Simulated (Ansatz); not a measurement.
The cluster FeF2. Total charge 0; singlet. Geometry r2SCAN-D4/def2-TZVP.

```xyz
3

Fe    0.0000   -0.0001   -0.0002
F     0.1800    1.6058   -0.5214
F    -0.1800   -1.6057    0.5216
```

At PBE-D4/def2-TZVP, PBE0-D4/def2-TZVP the restricted singlet is unstable: a solution with broken spin symmetry lies lower. At PBE-D4/def2-TZVP an occupied level of the charge 0 singlet lies above an empty one (by up to 0.01 eV), so this SCF solution is probably not the lowest. The restricted singlet is unstable towards broken spin symmetry at other levels; at r2SCAN-D4/def2-TZVPD, PBE0-D4/def2-SVP, ωB97X-V/def2-TZVP this wasn't settled. The geometry of the singlet was relaxed on an unsound state (restricted singlet, unstable towards broken spin symmetry). At PBE0-D4/def2-TZVP a quintet of charge 0 lies 3.90 eV below the restricted singlet, each at its own geometry. The structure comes from a short search, and lower isomers may exist.

Task: Estimate the orbital energies around the gap (eV) in Ansatz with PBE-D4/def2-TZVP, r2SCAN-D4/def2-TZVPD, PBE0-D4/def2-SVP, PBE0-D4/def2-TZVP, ωB97X-V/def2-TZVP.

Result: 
| orbital | PBE-D4/def2-TZVP | r2SCAN-D4/def2-TZVPD | PBE0-D4/def2-SVP | PBE0-D4/def2-TZVP | ωB97X-V/def2-TZVP |
| --- | --- | --- | --- | --- | --- |
| HOMO−13 | -59.98 | -61.72 | -64.26 | -64.49 | -66.87 |
| HOMO−12 | -58.14 | -60.45 | -62.90 | -63.16 | -65.55 |
| HOMO−11 | -58.14 | -60.45 | -62.90 | -63.03 | -65.42 |
| HOMO−10 | -29.67 | -31.03 | -31.60 | -32.64 | -35.20 |
| HOMO−9 | -29.27 | -30.63 | -31.13 | -32.20 | -34.74 |
| HOMO−8 | -12.65 | -13.01 | -14.01 | -14.48 | -17.13 |
| HOMO−7 | -11.24 | -11.42 | -12.17 | -12.74 | -15.36 |
| HOMO−6 | -11.24 | -11.42 | -12.17 | -12.58 | -15.20 |
| HOMO−5 | -10.87 | -11.11 | -11.82 | -12.36 | -14.86 |
| HOMO−4 | -10.58 | -10.78 | -11.46 | -11.94 | -14.45 |
| HOMO−3 | -10.58 | -10.78 | -11.46 | -11.91 | -14.40 |
| HOMO−2 | -6.28 | -7.09 | -8.81 | -9.14 | -11.90 |
| HOMO−1 | -6.28 | -7.09 | -8.81 | -9.03 | -11.77 |
| HOMO | -6.28 | -6.74 | -7.92 | -8.30 | -10.94 |
| LUMO | -6.28 | -5.91 | -3.83 | -4.27 | -1.73 |
| LUMO+1 | -6.28 | -5.91 | -3.83 | -4.11 | -1.56 |
| LUMO+2 | -1.19 | -0.94 | -0.27 | -0.39 | 1.42 |
| LUMO+3 | 1.34 | -0.01 | 2.41 | 2.19 | 4.35 |
| LUMO+4 | 1.34 | -0.01 | 2.41 | 2.22 | 4.40 |
| LUMO+5 | 3.81 | 1.21 | 4.20 | 4.81 | 6.73 |
